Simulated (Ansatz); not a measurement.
Cost and result for the atomization energy of CHFO3Si, SMILES `O=C1O[Si]1(O)F` (7 atoms, 7 bonds).

Total charge 0; spin multiplicity 1. All single points use the PBE0-D4/def2-TZVP geometry. It is one conformer, not always the lowest. Program: Ansatz. All runs use 4 threads of an Intel Xeon 6975P-C on a shared host. Times are those of one run each, without the atoms' runs, and a repeat can differ threefold. Electronic energies, without spin–orbit coupling; frozen cores. CCSD(T)/CBS adds CCSD(T) − MP2 in def2-TZVPP to the MP2 limit, and its time is that of the two runs behind it. T1 = 0.017. B3LYP takes the VWN-RPA correlation (the form of Gaussian; ORCA's B3LYP/G). HSE06 is the plane-wave form, built on full-range PBE exchange.

CCSD(T)/CBS is a level of theory with its own doubt, some kJ/mol a heavy atom from the limit and from the frozen cores, so smaller differences don't rank the functionals.

```tsv
level	functions	wall time
BLYP-D4/def2-TZVPP	211	0.8 s
PBE-D4/def2-TZVPP (with forces)	211	0.95 s
PBE0-D4/def2-TZVPP	211	1.1 s
HSE06-D4/def2-TZVPP	211	1.3 s
CAM-B3LYP-D4/def2-TZVPP	211	1.4 s
B3LYP-D4/def2-TZVPP (with forces)	211	1.8 s
r2SCANh-D4/def2-TZVPP	211	1.8 s
CCSD(T)/def2-SVP	93	1.9 s
B97M-V/def2-TZVPP	211	2.5 s
ωB97M-V/def2-TZVPP (with forces)	211	3.7 s
MP2/def2-QZVPP	385	7 s
CCSD(T)/def2-TZVPP	211	24 s
CCSD(T)/CBS(def2)	–	31 s
```

Q: What atomization energy does each give, and how far from CCSD(T)/CBS? (Best estimate.)

A: Ansatz gave: 
```csv
level,atomization (kJ/mol),difference from CCSD(T)/CBS,per bond
BLYP-D4/def2-TZVPP,3263.4,27.6,3.9
PBE-D4/def2-TZVPP (with forces),3368.3,132.5,18.9
PBE0-D4/def2-TZVPP,3211.6,-24.2,-3.5
HSE06-D4/def2-TZVPP,3215.9,-19.9,-2.8
CAM-B3LYP-D4/def2-TZVPP,3230.0,-5.8,-0.8
B3LYP-D4/def2-TZVPP (with forces),3198.5,-37.3,-5.3
r2SCANh-D4/def2-TZVPP,3204.0,-31.8,-4.5
CCSD(T)/def2-SVP,2936.7,-299.1,-42.7
B97M-V/def2-TZVPP,3237.4,1.6,0.2
ωB97M-V/def2-TZVPP (with forces),3240.3,4.5,0.6
MP2/def2-QZVPP,3374.4,138.6,19.8
CCSD(T)/def2-TZVPP,3119.1,-116.7,-16.7
CCSD(T)/CBS(def2),3235.8,0.0,0.0
```

From PBE to PBE0 (25 % exact exchange), in def2-TZVPP and without D4, the atomization energy moves by −154.2 kJ/mol: exact exchange takes away binding that semilocal exchange gives to molecules. In def2-TZVPP, CCSD(T) changes the Hartree–Fock value by +1028.3 kJ/mol (the triples alone add +87.8 kJ/mol) and MP2 by +1212.9 kJ/mol; breaking electron pairs costs correlation energy, which Hartree–Fock lacks. Leaving LDA and LC-ωPBE aside and taking each functional with its dispersion term where it has one, the values, not all of them listed here, spread over 371.1 kJ/mol, from BHLYP-D4 to PBE-D4. LDA lies +523.0 kJ/mol from PBE without D4, its usual overbinding.
